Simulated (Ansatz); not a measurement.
A short molecular-dynamics run on `C[Si](Cl)Cl` radical.

```yaml
crystal:
  periodic: [false, false, false]
  atoms:
    - {symbol: C, position_ang: [-0.163372, 0.843809, -0.138450]}
    - {symbol: Si, position_ang: [-0.292520, -0.903373, 0.496421]}
    - {symbol: Cl, position_ang: [1.440165, -1.390186, 1.494117]}
    - {symbol: Cl, position_ang: [-0.522166, -2.186101, -1.096203]}
    - {symbol: H, position_ang: [-1.070250, 1.112335, -0.683065]}
    - {symbol: H, position_ang: [-0.024705, 1.535659, 0.694151]}
    - {symbol: H, position_ang: [0.694046, 0.919658, -0.812770]}
basis:
  gaussian: {orbitals: "6-31G*"}
magnetization: {spin_polarized: true, initial_magnetization: 1}
hamiltonian: {xc: {name: revPBE}, dispersion: d3bjatm}
md: {timestep: 1 fs, n_steps: 50, ensemble: nve, temperature: 1500, initial_velocities: maxwell_boltzmann, seed: 791}
```

```sh
$ ansatz run in.yaml --threads 4 --pin off --events-out ev --progress --plain --max-ram 10444MiB
```

```tsv
step	time (fs)	potential energy (eV)	kinetic (eV)	T (K)	conserved (eV)
0	0.0	-34003.0969	0.9695	1500	-34002.1275
1	1.0	-34003.0490	0.9258	1432	-34002.1232
2	2.0	-34002.9330	0.8127	1257	-34002.1203
3	3.0	-34002.7946	0.6746	1044	-34002.1201
4	4.0	-34002.6484	0.5299	820	-34002.1185
5	5.0	-34002.5194	0.4028	623	-34002.1166
6	6.0	-34002.4361	0.3206	496	-34002.1155
7	7.0	-34002.4167	0.3020	467	-34002.1146
8	8.0	-34002.4730	0.3578	554	-34002.1152
9	9.0	-34002.5914	0.4715	730	-34002.1199
10	10.0	-34002.7029	0.5777	894	-34002.1252
11	11.0	-34002.7377	0.6139	950	-34002.1238
12	12.0	-34002.7201	0.6013	930	-34002.1188
13	13.0	-34002.7169	0.5962	923	-34002.1207
14	14.0	-34002.7076	0.5840	904	-34002.1236
15	15.0	-34002.6515	0.5300	820	-34002.1215
16	16.0	-34002.5736	0.4555	705	-34002.1180
17	17.0	-34002.5232	0.4074	630	-34002.1158
18	18.0	-34002.5366	0.4222	653	-34002.1144
19	19.0	-34002.6343	0.5191	803	-34002.1152
20	20.0	-34002.7989	0.6778	1049	-34002.1211
21	21.0	-34002.9419	0.8131	1258	-34002.1289
22	22.0	-34002.9563	0.8272	1280	-34002.1291
23	23.0	-34002.8444	0.7240	1120	-34002.1204
24	24.0	-34002.7225	0.6045	935	-34002.1180
25	25.0	-34002.6300	0.5078	786	-34002.1222
26	26.0	-34002.5168	0.3951	611	-34002.1218
27	27.0	-34002.3831	0.2645	409	-34002.1186
28	28.0	-34002.2741	0.1582	245	-34002.1159
29	29.0	-34002.2373	0.1242	192	-34002.1131
30	30.0	-34002.3163	0.2031	314	-34002.1133
31	31.0	-34002.5004	0.3786	586	-34002.1219
32	32.0	-34002.6653	0.5348	827	-34002.1306
33	33.0	-34002.7015	0.5766	892	-34002.1249
34	34.0	-34002.6934	0.5761	891	-34002.1172
35	35.0	-34002.7416	0.6172	955	-34002.1244
36	36.0	-34002.7578	0.6302	975	-34002.1276
37	37.0	-34002.6869	0.5646	874	-34002.1223
38	38.0	-34002.5922	0.4743	734	-34002.1179
39	39.0	-34002.5366	0.4192	649	-34002.1174
40	40.0	-34002.5295	0.4110	636	-34002.1185
41	41.0	-34002.5579	0.4399	681	-34002.1180
42	42.0	-34002.6268	0.5084	787	-34002.1184
43	43.0	-34002.7262	0.6032	933	-34002.1230
44	44.0	-34002.7954	0.6713	1039	-34002.1241
45	45.0	-34002.8136	0.6915	1070	-34002.1221
46	46.0	-34002.7969	0.6724	1040	-34002.1245
47	47.0	-34002.7177	0.5934	918	-34002.1243
48	48.0	-34002.5798	0.4598	711	-34002.1199
49	49.0	-34002.4429	0.3262	505	-34002.1167
50	50.0	-34002.3557	0.2396	371	-34002.1161
```

Velocities are drawn at the set temperature; a run this short doesn't reach equilibrium.

Frames (Å, forces in eV/Å):

```xyz
7
time=0.0 fs
C    -0.163    0.844   -0.138    0.039    0.122   -0.067
Si   -0.293   -0.903    0.496   -0.556   -0.015    0.426
Cl    1.440   -1.390    1.494    0.588   -0.131    0.352
Cl   -0.522   -2.186   -1.096   -0.100   -0.411   -0.556
H    -1.070    1.112   -0.683   -0.298    0.112   -0.187
H    -0.025    1.536    0.694    0.046    0.251    0.267
H     0.694    0.920   -0.813    0.282    0.072   -0.236
7
time=2.0 fs
C    -0.156    0.862   -0.122    1.411    0.132    0.330
Si   -0.306   -0.907    0.496    0.038    0.253    0.756
Cl    1.445   -1.390    1.493    0.391   -0.170    0.309
Cl   -0.521   -2.187   -1.096   -0.123   -0.381   -0.626
H    -1.003    0.930   -0.779   -1.200    0.942   -0.146
H     0.003    1.624    0.713   -0.640   -0.714   -1.067
H     0.692    0.924   -0.842    0.122   -0.063    0.445
7
time=4.0 fs
C    -0.145    0.880   -0.106    0.427   -0.544   -1.424
Si   -0.319   -0.910    0.496    0.509    0.535    1.020
Cl    1.450   -1.390    1.492    0.216   -0.211    0.264
Cl   -0.521   -2.189   -1.097   -0.130   -0.340   -0.660
H    -0.975    0.783   -0.877   -0.172    1.497    1.147
H     0.007    1.687    0.694   -0.950   -0.850   -1.209
H     0.696    0.927   -0.856    0.099   -0.087    0.860
7
time=6.0 fs
C    -0.133    0.897   -0.093   -0.572   -2.075   -3.024
Si   -0.332   -0.912    0.497    0.822    0.781    1.188
Cl    1.455   -1.390    1.491    0.055   -0.229    0.206
Cl   -0.520   -2.191   -1.099   -0.123   -0.287   -0.647
H    -0.957    0.693   -0.933    0.397    1.927    1.816
H    -0.024    1.719    0.631   -0.912   -0.053   -0.309
H     0.704    0.926   -0.837    0.333   -0.064    0.770
7
time=8.0 fs
C    -0.122    0.906   -0.091   -1.045   -3.155   -3.252
Si   -0.344   -0.913    0.501    1.024    0.890    1.296
Cl    1.461   -1.390    1.490   -0.101   -0.217    0.134
Cl   -0.519   -2.193   -1.102   -0.112   -0.214   -0.588
H    -0.924    0.675   -0.922    0.250    1.895    1.419
H    -0.090    1.750    0.557   -0.764    0.828    0.643
H     0.725    0.923   -0.790    0.747   -0.027    0.348
7
time=10.0 fs
C    -0.114    0.907   -0.098   -0.375   -1.823   -1.121
Si   -0.354   -0.913    0.506    1.119    0.833    1.319
Cl    1.466   -1.391    1.490   -0.250   -0.173    0.058
Cl   -0.519   -2.196   -1.105   -0.106   -0.121   -0.487
H    -0.884    0.729   -0.860   -0.758    1.256   -0.249
H    -0.185    1.808    0.504   -0.400   -0.016    0.368
H     0.774    0.919   -0.730    0.769    0.044    0.112
7
time=12.0 fs
C    -0.107    0.901   -0.109    0.810    0.134    1.095
Si   -0.363   -0.912    0.512    1.088    0.730    1.157
Cl    1.471   -1.391    1.489   -0.379   -0.103   -0.013
Cl   -0.519   -2.199   -1.108   -0.101   -0.028   -0.346
H    -0.874    0.830   -0.809   -1.771    0.454   -2.105
H    -0.294    1.865    0.465    0.385   -1.335   -0.005
H     0.850    0.917   -0.664   -0.032    0.148    0.217
7
time=14.0 fs
C    -0.099    0.896   -0.117   -0.650    0.829    0.147
Si   -0.370   -0.910    0.521    0.976    0.660    0.788
Cl    1.476   -1.392    1.489   -0.474   -0.029   -0.065
Cl   -0.519   -2.201   -1.112   -0.098    0.052   -0.168
H    -0.923    0.949   -0.830    0.079   -0.185   -1.207
H    -0.389    1.873    0.427    1.038   -1.581    0.295
H     0.925    0.921   -0.590   -0.871    0.254    0.209
7
time=16.0 fs
C    -0.092    0.893   -0.124   -2.232    0.725   -1.273
Si   -0.376   -0.907    0.530    0.877    0.560    0.319
Cl    1.480   -1.393    1.488   -0.542    0.038   -0.093
Cl   -0.519   -2.204   -1.116   -0.102    0.125    0.026
H    -0.970    1.061   -0.897    1.909   -0.939    0.076
H    -0.445    1.823    0.402    1.116   -0.823    0.978
H     0.968    0.934   -0.508   -1.024    0.314   -0.034
7
time=18.0 fs
C    -0.093    0.892   -0.136   -2.544   -0.107   -1.947
Si   -0.380   -0.903    0.540    0.853    0.388   -0.146
Cl    1.483   -1.394    1.488   -0.595    0.095   -0.099
Cl   -0.519   -2.207   -1.120   -0.115    0.194    0.211
H    -0.948    1.138   -0.963    2.267   -1.291    0.569
H    -0.460    1.742    0.414    0.599    0.423    1.745
H     0.974    0.959   -0.428   -0.466    0.297   -0.332
7
time=20.0 fs
C    -0.101    0.891   -0.153   -2.115   -0.190   -1.172
Si   -0.384   -0.899    0.550    0.907    0.171   -0.579
Cl    1.486   -1.395    1.487   -0.636    0.138   -0.087
Cl   -0.519   -2.209   -1.124   -0.135    0.251    0.369
H    -0.841    1.167   -1.008    1.479   -1.080    0.424
H    -0.452    1.675    0.491    0.249    0.524    1.485
H     0.962    0.995   -0.361    0.251    0.186   -0.440
7
time=22.0 fs
C    -0.116    0.890   -0.174   -0.154    0.241    2.212
Si   -0.386   -0.894    0.558    1.000   -0.021   -0.993
Cl    1.488   -1.395    1.486   -0.664    0.169   -0.062
Cl   -0.519   -2.211   -1.127   -0.159    0.287    0.499
H    -0.681    1.156   -1.041   -0.547   -0.160   -1.073
H    -0.433    1.626    0.620    0.236   -0.431   -0.328
H     0.958    1.037   -0.309    0.287   -0.086   -0.255
7
time=24.0 fs
C    -0.132    0.889   -0.188    1.484    0.267    4.300
Si   -0.387   -0.890    0.566    1.082   -0.178   -1.373
Cl    1.490   -1.396    1.485   -0.667    0.180   -0.025
Cl   -0.520   -2.213   -1.130   -0.177    0.310    0.607
H    -0.539    1.139   -1.114   -1.515    0.448   -1.633
H    -0.406    1.562    0.738   -0.058   -0.579   -1.856
H     0.964    1.077   -0.267   -0.150   -0.448   -0.020
7
time=26.0 fs
C    -0.143    0.889   -0.189    1.492    0.379    1.823
Si   -0.386   -0.886    0.572    1.112   -0.377   -1.662
Cl    1.490   -1.396    1.484   -0.641    0.173    0.014
Cl   -0.520   -2.214   -1.133   -0.186    0.330    0.693
H    -0.451    1.135   -1.239   -0.872    0.017    1.140
H    -0.382    1.477    0.788   -0.555    0.158   -2.039
H     0.965    1.099   -0.226   -0.351   -0.680    0.031
7
time=28.0 fs
C    -0.149    0.890   -0.184    1.638   -0.400   -0.882
Si   -0.384   -0.882    0.575    1.074   -0.604   -1.826
Cl    1.490   -1.396    1.484   -0.598    0.160    0.044
Cl   -0.521   -2.215   -1.134   -0.185    0.352    0.753
H    -0.398    1.133   -1.324   -0.666   -0.229    2.728
H    -0.379    1.401    0.763   -1.156    1.397   -0.764
H     0.954    1.096   -0.185   -0.107   -0.676   -0.053
7
time=30.0 fs
C    -0.150    0.890   -0.181    1.687   -1.406   -1.958
Si   -0.380   -0.879    0.576    0.967   -0.755   -1.829
Cl    1.490   -1.396    1.483   -0.551    0.149    0.056
Cl   -0.522   -2.216   -1.135   -0.173    0.375    0.780
H    -0.371    1.123   -1.309   -0.751   -0.191    2.347
H    -0.420    1.377    0.710   -1.552    2.272    0.664
H     0.939    1.068   -0.145    0.374   -0.444   -0.061
7
time=32.0 fs
C    -0.145    0.886   -0.184    1.206   -1.160    1.661
Si   -0.375   -0.877    0.574    0.770   -0.767   -1.684
Cl    1.489   -1.395    1.482   -0.501    0.145    0.052
Cl   -0.524   -2.216   -1.135   -0.152    0.393    0.771
H    -0.373    1.107   -1.211   -1.103    0.194   -0.465
H    -0.517    1.435    0.676   -0.733    1.261   -0.350
H     0.938    1.023   -0.108    0.513   -0.066    0.016
7
time=34.0 fs
C    -0.137    0.878   -0.182    0.606   -0.216    5.301
Si   -0.369   -0.876    0.570    0.494   -0.755   -1.428
Cl    1.487   -1.395    1.481   -0.440    0.141    0.043
Cl   -0.525   -2.216   -1.134   -0.125    0.403    0.732
H    -0.418    1.098   -1.132   -1.344    0.486   -3.197
H    -0.641    1.540    0.628    0.728   -0.419   -1.380
H     0.954    0.975   -0.070    0.081    0.360   -0.069
7
time=36.0 fs
C    -0.127    0.869   -0.164   -1.187    1.340    2.160
Si   -0.363   -0.876    0.564    0.203   -0.823   -1.105
Cl    1.485   -1.394    1.481   -0.361    0.123    0.039
Cl   -0.527   -2.215   -1.132   -0.098    0.405    0.673
H    -0.509    1.104   -1.158    0.185   -0.470   -0.468
H    -0.738    1.630    0.531    1.600   -1.300   -1.010
H     0.974    0.942   -0.035   -0.342    0.725   -0.288
7
time=38.0 fs
C    -0.121    0.865   -0.139   -2.341    1.806   -0.940
Si   -0.356   -0.878    0.557   -0.029   -0.871   -0.796
Cl    1.482   -1.393    1.480   -0.280    0.099    0.039
Cl   -0.529   -2.214   -1.129   -0.073    0.391    0.597
H    -0.594    1.093   -1.207    1.547   -1.119    1.482
H    -0.777    1.674    0.398    1.602   -1.211    0.075
H     0.982    0.935   -0.011   -0.427    0.905   -0.456
7
time=40.0 fs
C    -0.122    0.866   -0.117   -1.702    0.603   -2.466
Si   -0.349   -0.880    0.548   -0.159   -0.798   -0.481
Cl    1.479   -1.393    1.479   -0.207    0.076    0.038
Cl   -0.530   -2.213   -1.126   -0.051    0.362    0.491
H    -0.622    1.040   -1.203    1.877   -1.177    1.468
H    -0.756    1.674    0.268    0.499    0.092    1.466
H     0.974    0.963   -0.004   -0.257    0.842   -0.516
7
time=42.0 fs
C    -0.128    0.869   -0.102   -0.083   -1.011   -2.261
Si   -0.342   -0.884    0.539   -0.181   -0.626   -0.089
Cl    1.476   -1.392    1.479   -0.140    0.042    0.043
Cl   -0.532   -2.211   -1.122   -0.032    0.326    0.348
H    -0.580    0.944   -1.146    1.316   -0.863    0.165
H    -0.718    1.678    0.192   -0.859    1.576    2.240
H     0.956    1.022   -0.017   -0.019    0.556   -0.446
7
time=44.0 fs
C    -0.135    0.869   -0.094    0.535    0.125    0.381
Si   -0.336   -0.888    0.530   -0.114   -0.457    0.390
Cl    1.473   -1.391    1.478   -0.066   -0.018    0.066
Cl   -0.534   -2.209   -1.118   -0.019    0.275    0.178
H    -0.490    0.815   -1.085    0.017   -0.372   -2.163
H    -0.707    1.735    0.198   -0.438    0.315    1.370
H     0.937    1.102   -0.046    0.086    0.133   -0.221
7
time=46.0 fs
C    -0.140    0.870   -0.086    0.200    1.732    0.590
Si   -0.329   -0.893    0.521   -0.024   -0.273    0.828
Cl    1.469   -1.390    1.478    0.024   -0.101    0.105
Cl   -0.536   -2.206   -1.114   -0.011    0.178    0.003
H    -0.396    0.672   -1.100   -0.405    0.319   -1.613
H    -0.713    1.803    0.256    0.228   -1.556   -0.004
H     0.921    1.188   -0.084   -0.013   -0.300    0.091
7
time=48.0 fs
C    -0.144    0.875   -0.076    0.284    1.251   -1.571
Si   -0.323   -0.899    0.514    0.025    0.023    1.075
Cl    1.466   -1.389    1.478    0.128   -0.179    0.146
Cl   -0.538   -2.203   -1.110   -0.009    0.024   -0.163
H    -0.318    0.542   -1.172   -0.415    1.464    0.931
H    -0.712    1.815    0.314    0.112   -1.951   -0.754
H     0.905    1.262   -0.118   -0.125   -0.633    0.336
7
time=50.0 fs
C    -0.148    0.885   -0.070    1.095   -0.391   -2.665
Si   -0.317   -0.904    0.507    0.043    0.353    1.178
Cl    1.463   -1.388    1.477    0.238   -0.242    0.190
Cl   -0.540   -2.201   -1.106   -0.013   -0.132   -0.316
H    -0.256    0.467   -1.212   -0.697    2.072    1.828
H    -0.709    1.756    0.346   -0.666   -0.922   -0.700
H     0.884    1.312   -0.140    0.000   -0.739    0.484
```

It took 35 s on 4 threads of an Intel Xeon 6975P-C on a shared host, with 0.17 GiB of host memory at the peak.
